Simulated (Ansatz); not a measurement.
The same ligand exchange along the group Mg, Zn, Cd.

Isolated molecules relaxed with PBE0-D4/def2-TZVP in Ansatz; ΔE leaves out vibrations. CCSD(T)/CBS is the MP2 limit (def2-TZVPP, def2-QZVPP) plus CCSD(T) − MP2 in def2-TZVPP, frozen cores. This one scheme is used for every species. Functionals use def2-TZVPP. Elements past krypton have def2 core potentials. For Br, Cd, Mg, Zn outer-core shells are correlated without core-valence functions, which leaves a few kJ/mol of doubt a bond. Scalar relativity is left out up to krypton. Each species was taken in one conformer, which may not be the lowest.

```csv
reaction,RPA@PBE/def2-TZVPP (eV),PBE-D4 (eV),LDA (SPW92) (eV)
`[CH3][Mg][NH2]` + HBr → `[CH3][Mg][Br]` + NH₃,-1.54,-1.61,-1.56
`[CH3][Zn][NH2]` + HBr → `[CH3][Zn][Br]` + NH₃,-1.36,-1.42,-1.32
`[CH3][Cd][NH2]` + HBr → `[CH3][Cd][Br]` + NH₃,-1.56,-1.64,-1.55
```

Question: Give the CCSD(T)/CBS values in the same order. (Best estimate.)

Answer: Ansatz gave: -1.65, -1.52, -1.74 eV.

Largest T1 diagnostic: 0.014, for `[CH3][Zn][NH2]`.
